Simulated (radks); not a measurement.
Initial-state core-level shifts of the germanium ion Ge+ when its valence configuration changes from [Ar] 3d10 4s2 4p1. Calculated with a radial shooting solver on a logarithmic mesh with Libxc functionals: scalar-relativistic Kohn-Sham, PBE, spin-polarised, spherical densities, finite nucleus; open shells are filled with parallel spins first; Fermi nuclear charge, rms radius 4.0742 fm. Shifts are changes of the shell-averaged eigenvalues in eV (positive: less bound); the change of the density at the nucleus, which sets a Mossbauer isomer shift, is in e/bohr^3, on a base of 3.21e+04.

valence               2s       2p       3s       3p  density at nucleus
3d10 4s1 4p2      -1.369   -1.366   -1.444   -1.436             -18.637
3d10 4p3          -3.017   -3.013   -3.148   -3.133             -38.041
3d9 4s2 4p2      -13.261  -13.159  -11.066  -10.829             +11.539
3d9.5 4s1 4p2.5   -7.748   -7.693   -6.796   -6.670             -14.523
3d9.5 4s1.5 4p2   -7.168   -7.116   -6.186   -6.064              -4.291
3d9 4p4          -16.419  -16.309  -14.290  -14.036             -32.598
3d9.5 4s0.5 4p3   -8.551   -8.494   -7.621   -7.491             -24.900
3d9.5 4s2 4p1.5   -6.506   -6.456   -5.495   -5.378              +5.614
